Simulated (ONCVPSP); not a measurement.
**Which change was made? (Hg, ONCV)**

* Element: mercury
* Generator: ONCVPSP 4.0.1
* Type: optimised norm-conserving Vanderbilt (ONCV)
* Functional: LDA (Perdew-Wang 92)
* Relativity: scalar-relativistic
* Frozen core: [Kr] 4d10 4f14
* Valence charge: 20
* Reference configuration: 5s2 5p6 5d10 6s0.5 (charge +1.5)
* Partial waves: 5s+6s: rc 1.50 bohr, ncon 4, nbas 8, qcut 6.8 1/bohr, 2 projectors; 5p: rc 1.00 bohr, ncon 5, nbas 9, qcut 7.2 1/bohr, 1 projector; 5d: rc 1.80 bohr, ncon 3, nbas 8, qcut 8.4 1/bohr, 2 projectors, debl 1.5 Ha
* Local potential: polynomial inside 0.85 bohr (lpopt 1, dvloc0 4 Ha)
* Core correction: none

Cutoffs, loose and tight: the cutoffs (Ha) at which the residual kinetic energy of the hardest occupied pseudo-wave falls to 1 and 0.1 mHa per electron. They do not see the model core or the augmentation charge, which bear on the density cutoff. Test errors are all-electron minus pseudo excitation energies from the reference, over the configurations 5s2 5p6 5d10 6s2; 5s2 5p6 5d10 6s1; 5s2 5p6 5d10 6s0; 5s2 5p6 5d10 6s1.5; variants that change the core or the reference have their own tests.

The base gives: outcome: generated; cutoff, loose: 187 Ha; cutoff, tight: 239 Ha; bound ghosts: none; GHOST(+) flags above zero: s; largest test error (meV): +4.1.

Problem. After one change the result is: outcome: generated; cutoff, loose: 173 Ha; cutoff, tight: 203 Ha; bound ghosts: none; GHOST(+) flags above zero: s; largest test error (meV): -4.3. Which change was it?
A. all radii scaled by about 0.97 (s 1.46, p 0.96, d 1.74 bohr); local potential polynomial inside 0.82 bohr (lpopt 1, dvloc0 4 Ha)
B. all radii scaled by about 1.30 (s 1.94, p 1.30, d 2.34 bohr); local potential polynomial inside 1.10 bohr (lpopt 1, dvloc0 4 Ha)
C. all radii scaled by about 0.77 (s 1.16, p 0.76, d 1.38 bohr); local potential polynomial inside 0.66 bohr (lpopt 1, dvloc0 4 Ha)
D. all radii scaled by about 1.13 (s 1.70, p 1.14, d 2.04 bohr); local potential polynomial inside 0.96 bohr (lpopt 1, dvloc0 4 Ha)

Solution. D. The others give: all radii scaled by about 0.97 (s 1.46, p 0.96, d 1.74 bohr); local potential polynomial inside 0.82 bohr (lpopt 1, dvloc0 4 Ha) → outcome: generated; cutoff, loose: 119 Ha; cutoff, tight: 208 Ha; bound ghosts: none; GHOST(+) flags above zero: s; largest test error (meV): +4.2 | all radii scaled by about 0.77 (s 1.16, p 0.76, d 1.38 bohr); local potential polynomial inside 0.66 bohr (lpopt 1, dvloc0 4 Ha) → outcome: failed: ERROR pspot: first pseudo wave function has node, program will stop | all radii scaled by about 1.30 (s 1.94, p 1.30, d 2.34 bohr); local potential polynomial inside 1.10 bohr (lpopt 1, dvloc0 4 Ha) → outcome: generated; cutoff, loose: 124 Ha; cutoff, tight: 155 Ha; bound ghosts: none; GHOST(+) flags above zero: none; largest test error (meV): -4.6.
